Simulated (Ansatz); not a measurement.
mer-FeF3(NH3)3 (FeN₃F₃H₉): single points at one geometry.

```yaml
crystal:
  periodic: [false, false, false]
  atoms:
    - {symbol: F, position_ang: [-0.190999, -0.392364, 1.793975]}
    - {symbol: F, position_ang: [-0.097104, -0.393768, -1.768526]}
    - {symbol: F, position_ang: [2.193903, 0.113600, 0.078307]}
    - {symbol: Fe, position_ang: [0.311808, -0.090629, 0.025274]}
    - {symbol: N, position_ang: [-1.978424, 0.318344, -0.032851]}
    - {symbol: N, position_ang: [0.576116, 2.134217, -0.030147]}
    - {symbol: N, position_ang: [0.866105, -2.251534, 0.042244]}
    - {symbol: H, position_ang: [-2.233985, -0.197930, -0.883142]}
    - {symbol: H, position_ang: [-2.441109, 1.233941, -0.049558]}
    - {symbol: H, position_ang: [-2.272128, -0.187185, 0.811621]}
    - {symbol: H, position_ang: [0.314127, 2.602349, -0.905362]}
    - {symbol: H, position_ang: [1.602779, 2.031340, 0.007396]}
    - {symbol: H, position_ang: [0.258707, 2.698136, 0.766555]}
    - {symbol: H, position_ang: [0.628314, -2.770178, -0.809927]}
    - {symbol: H, position_ang: [0.580587, -2.763629, 0.883648]}
    - {symbol: H, position_ang: [1.881302, -2.084699, 0.070494]}
basis:
  gaussian: {orbitals: def2-TZVP, initial_orbitals: start.molden}
magnetization: {spin_polarized: true, initial_magnetization: 5}
hamiltonian: {xc: r2scan, dispersion: d4}
scf: {omitted_lower_state_checks: [starts]}
output: {orbitals: {seedname: orbitals}}
```

The file start.molden holds the orbitals of an earlier run on this structure, at another level or in another basis.

```sh
$ ansatz run in.yaml --threads 4 --pin off --events-out ev --progress --plain --max-ram 4787MiB
```

Output, abridged:

```
Functional definition: r2SCAN
1765 factors; their error is unknown
mean field evaluation 1: about -47159.9170 eV, gradient 5.2e0 eV
mean field evaluation 2: about -47160.0278 eV, gradient 3.0e-1 eV
mean field evaluation 4: about -47159.9959 eV, gradient 6.3e-4 eV
mean field -47159.99594286 eV, -1733.0978847068 hartree, gradient 2.3e-5 eV, S^2 8.755881; 0 other end points of the search recorded, 0 dependent functions left out
reference -47159.99595801 eV, -1733.0978852634 hartree; 44, 39 occupied and 241, 246 virtual orbitals, 1765 factors
Total energy: -47160.08293806 eV, -1733.1010817214 hartree
Checks for a lower state left out: starts
```

Hardware: 4 threads of INTEL XEON PLATINUM 8581C on a shared host. Wall time 6 s, peak host memory 0.65 GiB.

First input, but with `hamiltonian: {xc: {name: r2SCAN0}, dispersion: d4}` (abridged; 11 s):

```
Functional definition: r2SCAN0
mean field -47157.12043449 eV, -1732.9922117233 hartree, gradient 2.3e-5 eV, S^2 8.757597
Total energy: -47157.22070960 eV, -1732.9958967656 hartree
Checks for a lower state left out: starts
```

As the first input, with `correlation: {method: mp2}` and without the key `hamiltonian` (abridged; 8 s):

```
Functional definition: HF
mean field -47069.04799371 eV, -1729.7556092224 hartree, gradient 1.5e-6 eV, S^2 8.757133
11 core orbitals not correlated: weight in the atoms' cores, before any rotation towards them, 1.000 or more for the frozen orbitals, at most 0.000 for the correlated occupied ones
second order -50.36613101 eV of doubles, -0.00000000 eV of singles
Total energy: -47119.41412472 eV, -1731.6065303975 hartree
Checks for a lower state left out: starts
```

Geometry: PBE-D4/def2-SVP.

Correlated methods freeze 11 core orbitals; core or outer-core shells of Fe are correlated, in sets that lack core-valence functions.
